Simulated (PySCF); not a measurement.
Mapped SMILES: `[SiH3:1][O:2][B:3]1[CH:4]=[CH:5][CH:6]=[CH:7][CH:8]=[CH:9]1`. Each H is labelled by its parent atom.

Geometry: PBE0-D3(BJ)/def2-SVP; GIAO shifts from PySCF 2.14.0 with density-fitted response routines, gas phase, non-relativistic, averaged over equivalent atoms.

At PBE0/pcSseg-1 (205 basis functions, 75 s wall time on 1 thread of an Arm Neoverse N1, shared host):
| atoms | δ (ppm) |
| --- | --- |
| Si1 | -43.0 |
| O2 | 113.3 |
| B3 | 36.6 |
| C4/C9 | 153.6 |
| C5/C8 | 153.5 |
| C6/C7 | 140.8 |
| H(C5)/H(C8) | 7.80 |
| H(C4)/H(C9) | 7.53 |
| H(C6)/H(C7) | 7.12 |
| H(Si1) | 5.23 |

Chemical shifts δ = σref − σ; 29Si (351.99 ppm), 13C (184.41 ppm), 1H (31.27 ppm) against TMS; 17O (334.56 ppm) against H2O; BF3·OEt2 for 11B (100.73 ppm), all at this level.

Q: What do these become at wB97X-D/pcSseg-1?

A: 
```tsv
atoms	δ at wB97X-D/pcSseg-1	change
Si1	-42.1	+0.9
O2	104.6	-8.7
B3	36.6	+0.0
C4/C9	152.9	-0.7
C5/C8	155.0	+1.5
C6/C7	141.2	+0.4
H(C5)/H(C8)	7.77	-0.03
H(C4)/H(C9)	7.44	-0.09
H(C6)/H(C7)	7.07	-0.05
H(Si1)	5.13	-0.10
```

Chemical shifts δ = σref − σ; 29Si (σref 352.93), 13C (σref 184.54), 1H (σref 31.38) vs TMS; 17O (σref 333.19) vs H2O; 11B (σref 101.61) vs BF3·OEt2, all at this level.

The largest change is at O2 (oxygen bonded to B, Si). Cost: 205 basis functions, 84 s wall time on 1 thread of an Arm Neoverse N1, shared host. The order of the carbon signals changes between the two levels.

A carbon bonded to boron is broadened by the quadrupolar boron nucleus and is often missing from a measured spectrum. The carbons averaged at δ 153.6 differ by 9 ppm in this conformer. Experimental scales use liquid or dissolved standards, which lie at an offset from isolated H2O (liquid H2O: subtract about 36 ppm).
